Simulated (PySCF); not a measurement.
Geometry (Å), atoms numbered from 1 in this order:
```xyz
15

C    -2.808    1.188    0.483
O    -1.521    0.620    0.324
C    -0.992   -0.027    1.364
F    -1.770   -0.061    2.470
C     0.206   -0.618    1.383
C     1.071   -0.624    0.276
C     1.843   -0.652   -0.655
Si    2.993   -0.675   -2.094
H    -3.040    1.656   -0.471
H    -3.553    0.421    0.711
H    -2.813    1.940    1.277
H     0.529   -1.113    2.285
H     2.324   -1.345   -3.213
H     3.324    0.708   -2.450
H     4.203   -1.408   -1.710
```

PySCF 2.14.0 with density-fitted response routines calculation with σ from GIAO-PBE0/pcSseg-1 and geometry: GFN2-xTB; one computed conformer, gas phase, non-relativistic, equivalent nuclei averaged.

References, each an isolated molecule treated in the same way: $^{13}$C (σref 186.93) and $^{1}$H (σref 31.72) and $^{29}$Si (σref 349.16) against TMS; $^{17}$O (σref 336.08) against H2O; $^{19}$F (σref 170.95) against CFCl3.

```csv
atoms,nucleus,count,δ (ppm)
H13/H14/H15,$^{1}$H,3,?
C1,$^{13}$C,1,?
H9/H10/H11,$^{1}$H,3,?
C6,$^{13}$C,1,108.4
C3,$^{13}$C,1,179.1
C7,$^{13}$C,1,94.6
Si8,$^{29}$Si,1,-99.7
C5,$^{13}$C,1,68.0
F4,$^{19}$F,1,-87.3
O2,$^{17}$O,1,120.4
H12,$^{1}$H,1,4.56
```

Estimate the values marked ?.

## Answers


- C1: 55.1 ppm, methyl carbon bonded to O; pulled downfield by the heteroatom
- H13/H14/H15: 4.32 ppm, hydrogen on a silicon bonded to C
- H9/H10/H11: 3.99 ppm, hydrogen on a methyl carbon bonded to O; its carbon carries O, which withdraws density

Shifts are as computed. Against solution values, carbons near 30 ppm lie about +3 ppm off and those near 130 ppm about +5 ppm. Of 1309 compounds with measured shifts, 239 miss one by over three times the rms of a fit or turn the order of signals round; such compounds aren't used in these exercises. Unscaled 19F shifts against computed CFCl3 carry errors that often reach 10 to 50 ppm. Experimental scales use liquid or dissolved standards, which lie at an offset from isolated H2O (liquid H2O: subtract about 36 ppm).
